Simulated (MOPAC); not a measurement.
Job for MOPAC: AM1 on InSi, 2S+1 = 4, a spin state set in the input, which need not be the lowest, a point of a bond scan (R = 2.424 Å).

```
AM1 1SCF PRECISE CHARGE=0 UHF MS=1.5 THREADS=1
InSi

Si     0.00000000 1     0.00000000 1     0.00000000 1
In     0.00000000 1     0.00000000 1     2.42426300 1
```

Output:

```
*******************************************************************************
 **                                                                           **
 **                              MOPAC v23.2.5                                **
 **                                                                           **
 *******************************************************************************
 ** MOPAC's Digital Object Identifier: https://doi.org/10.5281/zenodo.6511958 **
 **                                                                           **
 ** Please cite the open-source release paper for use of this MOPAC version:  **
 ** J. E. Moussa and J. J. P. Stewart (2026)                                  **
 ** MOPAC: An open-source semiempirical molecular orbital program             **
 ** J. Open Source Softw., 11(119), 8025, https://doi.org/10.21105/joss.08025 **
 *******************************************************************************

                              AM1 CALCULATION RESULTS

 *******************************************************************************
 *  AM1        - The AM1 Hamiltonian to be used
 *  UHF        - UNRESTRICTED HARTREE-FOCK CALCULATION
 *
 *
 *
 *                 CHARGE ON SYSTEM = 0
 *
 *
 *
 *  MS=        - IN MECI, MAGNETIC COMPONENT OF SPIN =  1.5
 *  PRECISE    - TIGHTER CRITERIA TO BE USED
 *  1SCF       - DO 1 SCF AND THEN STOP
 *  THREADS=1  - MULTI-THREADING NOT USED
 *  T=         - A TIME OF 172800.0 SECONDS REQUESTED
 *  DUMP=N     - RESTART FILE WRITTEN EVERY 7200.0 SECONDS REQUESTED
 *******************************************************************************
AM1 1SCF PRECISE CHARGE=0 UHF MS=1.5 THREADS=1
 InSi

   ATOM   CHEMICAL          X               Y               Z
  NUMBER   SYMBOL      (ANGSTROMS)     (ANGSTROMS)     (ANGSTROMS)

     1      Si          0.00000000  *   0.00000000  *   0.00000000  *
     2      In          0.00000000  *   0.00000000  *   2.42426300  *



          CARTESIAN COORDINATES

    NO.       ATOM           X           Y           Z

     1        Si          0.0000      0.0000      0.0000
     2        In          0.0000      0.0000      2.4243

 Si: (AM1): M.J.S.DEWAR, C. JIE, ORGANOMETALLICS, 6, 1486-1490 (1987).
 In: (AM1): J. J. P. STEWART, J. MOL. MOD., 10, 155-164 (2004)

           Empirical Formula: Si In  =     2 atoms



      MOLECULAR POINT GROUP   :   C*v


          UHF CALCULATION, NO. OF ALPHA ELECTRONS =    5
                           NO. OF BETA  ELECTRONS =    2

 -------------------------------------------------------------------------------
 AM1 1SCF PRECISE CHARGE=0 UHF MS=1.5 THREADS=1
 InSi



     1SCF WAS SPECIFIED, SO BFGS WAS NOT USED
     SCF FIELD WAS ACHIEVED


                              AM1 CALCULATION
                                                       MOPAC v23.2.5 Linux




          FINAL HEAT OF FORMATION =         85.70913 KCAL/MOL =     358.60701 KJ/MOL


          COSMO AREA              =        105.30 SQUARE ANGSTROMS
          COSMO VOLUME            =         94.83 CUBIC ANGSTROMS

          IONIZATION POTENTIAL    =          7.408329 EV
          ALPHA SOMO LUMO (EV)    =         -8.213 -0.715
          BETA  SOMO LUMO (EV)    =         -7.408 -1.291
          NO. OF ALPHA ELECTRONS  =          5
          NO. OF BETA  ELECTRONS  =          2
          MOLECULAR WEIGHT        =        142.9055         POINT GROUP:  C*v

          MOLECULAR DIMENSIONS (Angstroms)

            Atom       Atom       Distance
           In     2   Si     1     2.42426
           In     2   Si     1     0.00000
           Si     1   In     2     0.00000


          SCF CALCULATIONS        =          1





   ATOM   CHEMICAL          X               Y               Z
  NUMBER   SYMBOL      (ANGSTROMS)     (ANGSTROMS)     (ANGSTROMS)

     1      Si          0.00000000  *   0.00000000  *   0.00000000  *
     2      In          0.00000000  *   0.00000000  *   2.42426300  *

                             CARTESIAN COORDINATES

   1   Si        0.000000000     0.000000000     0.000000000
   2   In        0.000000000     0.000000000     2.424263000


           Empirical Formula: Si In  =     2 atoms



      MOLECULAR POINT GROUP   :   C*v


          ALPHA EIGENVALUES
 -14.58341 -11.13621  -9.02804  -9.02804  -8.21350  -0.71533  -0.71533   0.20676


           BETA EIGENVALUES
 -13.96759  -7.40833  -1.29073  -1.29073   0.21073   0.21073   0.48261   1.88069


              NET ATOMIC CHARGES AND DIPOLE CONTRIBUTIONS

  ATOM NO.   TYPE          CHARGE      No. of ELECS.   s-Pop       p-Pop
    1         Si          -0.255306        4.2553     1.15312     3.10219
    2         In           0.255306        2.7447     1.92464     0.82006
 DIPOLE           X         Y         Z       TOTAL
 POINT-CHG.     0.000     0.000     2.973     2.973
 HYBRID         0.000     0.000    -3.328     3.328
 SUM            0.000     0.000    -0.356     0.356


          ATOMIC ORBITAL ELECTRON POPULATIONS

     Atom    s        px        py        pz
    1 Si   1.15312   0.97651   0.97651   1.14916
    2 In   1.92464   0.02349   0.02349   0.77308


                    (SZ)    =    1.500000
                    (S**2)  =    3.944078


          ATOMIC ORBITAL SPIN POPULATIONS

    Atom   Total    s     px     py     pz
         Atomic
    1 Si  3.3355  0.699  0.977  0.977  0.684
    2 In -0.3355  0.043  0.023  0.023 -0.426

 **********************
 *                    *
 * JOB ENDED NORMALLY *
 *                    *
 **********************




 == MOPAC DONE ==
```

The run finished. Its determinant has ⟨S²⟩ = 3.94, a mixture of spin states.

Cost: very roughly 0.020 core-seconds.
